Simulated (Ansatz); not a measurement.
Consider the silylene loss: `[OH][GaH][O][SiH3]` → `[OH][GaH][OH]` + `[SiH2]`.

Program: Ansatz. Geometries: PBE0-D4/def2-TZVP. ΔE: electronic, gas phase. CCSD(T)/CBS adds triple-zeta CCSD(T) − MP2 to the extrapolated MP2 energy (def2 sets, frozen cores). This one scheme is used for every species. Functionals use def2-TZVPP. For Ga outer-core shells are correlated without core-valence functions, which leaves a few kJ/mol of doubt a bond. Scalar relativity is left out up to krypton. Each species was taken in one conformer, which may not be the lowest.

`[OH][GaH][O][SiH3]`:

```xyz
9

O     1.865   -0.218   -1.400
Ga    1.282   -1.139    0.004
O    -0.233   -0.554    0.743
Si   -1.303    0.649    0.493
H     1.303    0.524   -1.637
H     2.015   -2.368    0.569
H    -0.888    1.501   -0.664
H    -2.647    0.089    0.194
H    -1.394    1.516    1.696
```

`[OH][GaH][OH]`:

```xyz
6

O     1.132    0.792    0.333
Ga   -0.338    0.058   -0.367
O    -0.844   -1.409    0.497
H     1.437    1.587   -0.107
H    -1.123    0.595   -1.587
H    -0.264   -1.623    1.232
```

`[SiH2]`:

Cartesian coordinates in Å:
```
Si -0.369 0.503 0.343
H -0.599 -0.976 0.048
H 0.968 0.473 -0.391
```

CCSD(T)/CBS gives +337.8 kJ/mol.

Another level gave +304.4 kJ/mol. Which?
A. BLYP/def2-TZVPP
B. r2SCAN-D4/def2-TZVPP
C. HF/def2-TZVPP
D. CCSD(T)/def2-TZVPP

A. BLYP 304.4, CCSD(T)/def2-TZVPP 332.5, r2SCAN-D4 355.6, HF/def2-TZVPP 339.5 kJ/mol.

Largest T1 diagnostic among the species: 0.015.

From BLYP to BHLYP (50 % exact exchange), in def2-TZVPP and without D4, ΔE moves by +37.6 kJ/mol. Leaving LDA and LC-ωPBE aside and taking each functional with its dispersion term where it has one, the values, not all of them listed here, spread over 39.4 kJ/mol, from BLYP-D4 to r2SCAN0-D4. LDA lies +34.1 kJ/mol from PBE without D4. The D4 term adds +12.6 kJ/mol with B3LYP and +6.9 kJ/mol with PBE0; it sums over pairs of atoms, weighted by their polarisabilities, and B3LYP, whose exchange is more repulsive, gets the larger term.

CCSD(T)/CBS has its own doubt, a few kJ/mol and more with outer-core shells, so smaller differences from it don't rank the levels.

B3LYP here is the variant with VWN-RPA as its local correlation; programs differ in this.
